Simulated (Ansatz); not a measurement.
`C[N]1C[NH][GaH]1`, relaxed with RKS PBE0-D4/def2-TZVP in the Gaussian-basis code of Ansatz from a GFN2-xTB geometry. The force threshold is 0.005 eV/Å; the program also tests the step.

Charge 0, multiplicity 1.

Start:

```xyz
12

C     0.505   -0.582    1.555
N    -0.151    0.048    0.434
C     0.601    0.122   -0.816
N    -0.349    0.745   -1.750
Ga   -1.689    0.558   -0.450
H     1.380    0.001    1.867
H     0.841   -1.599    1.310
H    -0.192   -0.634    2.390
H     0.961   -0.866   -1.150
H     1.476    0.777   -0.694
H    -0.288    0.357   -2.685
H    -3.094    1.074   -0.011
```

```json
{"step": "1", "energy (eV)": "-57534.7644", "largest force (eV/Å)": "0.650", "largest move (Å)": "0.000"}
{"step": "2", "energy (eV)": "-57534.8309", "largest force (eV/Å)": "0.354", "largest move (Å)": "0.061"}
{"step": "3", "energy (eV)": "-57534.8582", "largest force (eV/Å)": "0.141", "largest move (Å)": "0.094"}
{"step": "4", "energy (eV)": "-57534.8627", "largest force (eV/Å)": "0.600", "largest move (Å)": "0.120"}
{"step": "5", "energy (eV)": "-57534.8733", "largest force (eV/Å)": "0.141", "largest move (Å)": "0.032"}
{"step": "6", "energy (eV)": "-57534.8763", "largest force (eV/Å)": "0.122", "largest move (Å)": "0.059"}
{"step": "7", "energy (eV)": "-57534.8778", "largest force (eV/Å)": "0.052", "largest move (Å)": "0.024"}
{"step": "8", "energy (eV)": "-57534.8780", "largest force (eV/Å)": "0.009", "largest move (Å)": "0.009"}
{"step": "9", "energy (eV)": "-57534.8780", "largest force (eV/Å)": "0.010", "largest move (Å)": "0.006"}
{"step": "10", "energy (eV)": "-57534.8780", "largest force (eV/Å)": "0.002", "largest move (Å)": "0.003"}
```

End:

```xyz
12

C     0.492   -0.556    1.561
N    -0.158   -0.171    0.350
C     0.614    0.034   -0.863
N    -0.335    0.776   -1.688
Ga   -1.641    0.632   -0.381
H     1.278    0.153    1.863
H     0.962   -1.547    1.480
H    -0.233   -0.608    2.375
H     0.926   -0.917   -1.326
H     1.527    0.619   -0.657
H    -0.338    0.572   -2.674
H    -3.094    1.012   -0.041
```

Hardware: 2 threads of an AMD EPYC 7R13 on a shared host and a share of an NVIDIA H100 80 GB. Wall time 19 s, peak host memory 0.87 GiB.
